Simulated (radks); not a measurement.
All-electron atom: In2+ in [Kr] 4d10 5s(up 1, down 0).

All-electron calculation, scalar-relativistic Kohn-Sham, r2SCAN, spin-polarised, spherical densities, finite nucleus; meta-GGA in the generalised Kohn-Sham scheme; Fermi nuclear charge, rms radius 4.6156 fm. Program: a radial shooting solver on a logarithmic mesh with Libxc functionals.

Energy parts (Ry):
| part | energy |
|---|---|
| total | -11762.84094 |
| kinetic | 12260.58087 |
| electron-nucleus | -28379.25204 |
| Hartree | 4675.12191 |
| exchange-correlation | -319.29168 |

Orbitals (lengths in bohr, moments of r in powers of bohr; <r^-3> diverges for s and p1/2; r(max) is where P^2 peaks):
1s up: occ. 1; eigenvalue (Ry) -2045.035; <r^4> 3.725e-06; r(max) 0.01922; <r> 0.02972
1s down: occ. 1; eigenvalue (Ry) -2045.033; <r^4> 3.725e-06; r(max) 0.01922; <r> 0.02972
2s down: occ. 1; eigenvalue (Ry) -308.4311; <r^4> 0.0006517; r(max) 0.1085; <r> 0.1285
2s up: occ. 1; eigenvalue (Ry) -308.4305; <r^4> 0.0006516; r(max) 0.1085; <r> 0.1285
2p up: occ. 3; eigenvalue (Ry) -276.7517; <r^4> 0.0004690; r(max) 0.08694; <r> 0.1122; <r^-3> 4375
2p down: occ. 3; eigenvalue (Ry) -276.7514; <r^4> 0.0004690; r(max) 0.08694; <r> 0.1122; <r^-3> 4374
3s up: occ. 1; eigenvalue (Ry) -60.05079; <r^4> 0.02927; r(max) 0.3150; <r> 0.3478
3s down: occ. 1; eigenvalue (Ry) -60.04827; <r^4> 0.02926; r(max) 0.3150; <r> 0.3478
3p up: occ. 3; eigenvalue (Ry) -49.59802; <r^4> 0.03118; r(max) 0.3085; <r> 0.3466; <r^-3> 803.8
3p down: occ. 3; eigenvalue (Ry) -49.59543; <r^4> 0.03117; r(max) 0.3085; <r> 0.3466; <r^-3> 803.9
3d up: occ. 5; eigenvalue (Ry) -33.40428; <r^4> 0.02902; r(max) 0.2587; <r> 0.3243; <r^-3> 109.8
3d down: occ. 5; eigenvalue (Ry) -33.40236; <r^4> 0.02902; r(max) 0.2587; <r> 0.3243; <r^-3> 109.8
4s up: occ. 1; eigenvalue (Ry) -10.36128; <r^4> 1.004; r(max) 0.7712; <r> 0.8507
4s down: occ. 1; eigenvalue (Ry) -10.35614; <r^4> 0.9996; r(max) 0.7715; <r> 0.8505
4p up: occ. 3; eigenvalue (Ry) -7.23874; <r^4> 1.491; r(max) 0.8170; <r> 0.9239; <r^-3> 137.7
4p down: occ. 3; eigenvalue (Ry) -7.23274; <r^4> 1.471; r(max) 0.8173; <r> 0.9227; <r^-3> 137.8
4d up: occ. 5; eigenvalue (Ry) -2.73502; <r^4> 4.978; r(max) 0.9305; <r> 1.168; <r^-3> 12.39
4d down: occ. 5; eigenvalue (Ry) -2.71194; <r^4> 4.591; r(max) 0.9290; <r> 1.154; <r^-3> 12.60
5s up: occ. 1; eigenvalue (Ry) -1.79127; <r^4> 55.90; r(max) 2.058; <r> 2.334
5s down: occ. 0; eigenvalue (Ry) -1.63462; <r^4> 57.86; r(max) 2.037; <r> 2.336

The highest occupied level is 5s up at -24.371 eV. The density falls to 0.001 e/bohr^3 at r = 3.55 bohr. Spin moment in Bohr magnetons: 1. The electron density at the nucleus is 1.794e+05 e/bohr^3 (large components only). Summed over all electrons, <r^2> = 32.15 bohr^2, which gives a Langevin (diamagnetic) susceptibility term of -25.5 x 10^-6 cm^3/mol. The spin density at the nucleus is 39.53 e/bohr^3 (1s 0.29, 2s 0.19, 3s 0.03, 4s 0.24, 5s 38.78).
